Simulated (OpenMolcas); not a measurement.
Nb III.

- Program: OpenMolcas 26.06
- Basis: ANO-RCC-VTZP [7s6p4d2f1g]
- Scalar Hamiltonian: DKH2, point nucleus
- Active space: 3 electrons in 5 orbitals (4d)
- State averaging: 2S+1 = 4 even, 10 roots; 2S+1 = 2 even, 40 roots
- Spin-orbit coupling: RASSI with atomic mean-field integrals over the reference wave functions, term energies averaged over their components

Two sets of levels on these reference wave functions, in cm-1 above 4d3 4F 3/2: one from CASSCF and one from MS-CASPT2, IPEA 0.25 Eh, imaginary shift 0.1 Eh (closed shells correlated: 4s 4p).

```json
{"Level": "4d3 4F 3/2", "Set 1": "0.0", "Set 2": "0.0"}
{"Level": "4d3 4F 5/2", "Set 1": "518", "Set 2": "503"}
{"Level": "4d3 4F 7/2", "Set 1": "1183", "Set 2": "1164"}
{"Level": "4d3 4F 9/2", "Set 1": "1951", "Set 2": "1946"}
{"Level": "4d3 4P 1/2", "Set 1": "8990", "Set 2": "11240"}
{"Level": "4d3 4P 3/2", "Set 1": "8920", "Set 2": "11340"}
{"Level": "4d3 2G 7/2", "Set 1": "9500", "Set 2": "12020"}
{"Level": "4d3 4P 5/2", "Set 1": "9920", "Set 2": "12040"}
{"Level": "4d3 2G 9/2", "Set 1": "10080", "Set 2": "12570"}
{"Level": "4d3 2P 3/2 [55 %]", "Set 1": "11350", "Set 2": "15550"}
{"Level": "4d3 2P 1/2", "Set 1": "11080", "Set 2": "15670"}
{"Level": "4d3 2H 9/2", "Set 1": "13460", "Set 2": "15850"}
{"Level": "4d3 2H 11/2", "Set 1": "13810", "Set 2": "16190"}
{"Level": "4d3 2D 5/2(1)", "Set 1": "13740", "Set 2": "17660"}
{"Level": "4d3 2D 3/2(1) [62 %]", "Set 1": "13520", "Set 2": "17710"}
{"Level": "4d3 2F 7/2", "Set 1": "20990", "Set 2": "26300"}
```

Problem. Which set is which?

Solution. Set 1 is MS-CASPT2. Its levels of the other terms of 4d3 lie at 0.71 to 0.85 of the other set's values, as expected, since terms of lower spin or lower L gain more correlation energy than the Hund ground term. Against 12 measured levels (the list in Shadmi, J. Res. Natl. Bur. Stand. 70A, 435 (1966)) the mean absolute deviation is 360 cm-1 with it and 2500 cm-1 without; single levels miss by up to 1100 cm-1 with it.

CASPT2 breaks the degeneracy within a term, and the mean is taken; among the terms shown or strongly mixed into the levels shown the widest spread is 670 cm-1 (4d3 4F, MS-CASPT2). Levels of configurations with an s electron are missing; early in the row they begin among the upper levels of the d shell and mix with terms of their name. Without dynamic correlation excited terms often stand tens of per cent too high (terms of higher spin than the ground term too low), and those without a measured partner can miss by more than the paired ones (holds for CASSCF). The CASPT2 spread within a term exceeds the gap to the next term for 4d3 4P and 4d3 2G, 4d3 2D(1) and 4d3 2H, so the order of their levels is uncertain (holds for MS-CASPT2). Computed and measured levels are paired by configuration, term and J; levels that our copy of the source lacks, or whose pairing is in doubt (as where it misses far off the trend of its configuration), stay unpaired and out of the deviations. Levels of configurations outside the active space are missing. The table leaves out levels that lie high or whose names do not pair safely across all columns.

A share in square brackets marks a mixed level and gives the weight of the term that names it, the lowest over the columns. A number in round brackets counts repeated terms of one configuration in the order of the reference energies.
